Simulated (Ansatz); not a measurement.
Stepwise reaction of `[F][W]([F])(=[S])=[S]` with water, as a gas-phase model of exchange steps in deposition or etching. ΔE in kJ/mol; ΔG adds harmonic PBE0-D4 terms to CCSD(T)/CBS, at 1 bar.

Gas-phase electronic energies from Ansatz, PBE0-D4/def2-TZVP geometries. CBS: MP2 limit from def2 TZ/QZ plus the TZ coupled-cluster correction, frozen cores. This one scheme is used for every species. DFT in def2-TZVPP. B3LYP here is the variant with VWN-RPA as its local correlation; programs differ in this. def2 core potentials past Kr. For W outer-core shells are correlated without core-valence functions, which leaves a few kJ/mol of doubt a bond. One conformer a species, not always the lowest.

```tsv
step	reaction	PBE-D4	B3LYP-D4	ωB97M-V	CCSD(T)/CBS	ΔG(400 K)
1	`[F][W]([F])(=[S])=[S]` + H₂O → `[OH][W]([F])(=[S])=[S]` + H–F	16.7	15.8	15.7	10.1	8.9
2	`[OH][W]([F])(=[S])=[S]` + H₂O → `[OH][W]([OH])(=[S])=[S]` + H–F	24.1	23.5	23.6	17.8	17.5
```

(1) By hand: ΔE of the 2 steps together at CCSD(T)/CBS.

Results:

(1) (10.1) + (17.8) = 27.9 kJ/mol, or 13.9 kJ/mol a step.

In ΔE each step is higher than the one before. All are uphill at CCSD(T)/CBS. ΔG lies between 8.9 and 17.5 kJ/mol a step. PBE-D4 differs from CCSD(T)/CBS by 6.3 to 6.6 kJ/mol a step. Isolated molecules leave out the surface, adducts and barriers. Largest T1 diagnostic: 0.023.
